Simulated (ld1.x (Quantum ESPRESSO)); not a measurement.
Scattering properties, TM semilocal potential for C

| Item | Value |
| --- | --- |
| Element | C |
| Generator | ld1.x (Quantum ESPRESSO) 7.5 |
| Type | norm-conserving Troullier–Martins (semilocal form) |
| Functional | PBE |
| Relativity | scalar-relativistic |
| Frozen core | [He] |
| Valence charge | 4 |
| Reference configuration | 2s1 2p3 |
| Partial waves | 2s (bound): rc 0.90 bohr; 3d channel at 0.25 Ry: rc 2.20 bohr; 2p (bound): rc 2.30 bohr |
| Local potential | the p channel |
| Core correction | Bessel-smoothed model core, default radius (core density twice the valence density) |

The phase is arctan(r·u′/u) with u = r·R(r), unwrapped; energies in Ry, scanned from -3 to 5 Ry. A pole is an energy at which the radial function vanishes at the test radius. The pseudo phase is shifted by a multiple of π to meet the all-electron one at the reference energy, and phase errors are pseudo minus all-electron; the curves can meet again beyond the range given. Levels narrower than the energy grid can be missing from the lists of poles.

```csv
channel,radius (bohr),reference energy (Ry),"poles, all-electron","poles, pseudo",unbroken range about the reference energy with phases within 0.05 rad,phase error 1 Ry above the reference energy (rad)
s,2.50,-1.04,-0.62,-0.62,the whole range,-0.001
p,2.50,-0.42,0.05,0.07,below 1.0,+0.024
d,2.50,0.25,3.38,3.42,the whole range,+0.003
```

Phases in the d channel:

```
E (Ry)  all-electron  pseudo
 -3.00         1.358   1.358
 -2.52         1.343   1.343
 -2.04         1.323   1.323
 -1.56         1.298   1.299
 -1.08         1.265   1.265
 -0.60         1.216   1.216
 -0.12         1.140   1.140
  0.36         1.001   1.001
  0.84         0.679   0.679
  1.32        -0.166  -0.163
  1.80        -0.999  -0.995
  2.28        -1.318  -1.314
  2.76        -1.463  -1.459
  3.24        -1.550  -1.545
  3.72        -1.615  -1.609
  4.20        -1.676  -1.667
  4.68        -1.744  -1.728
```
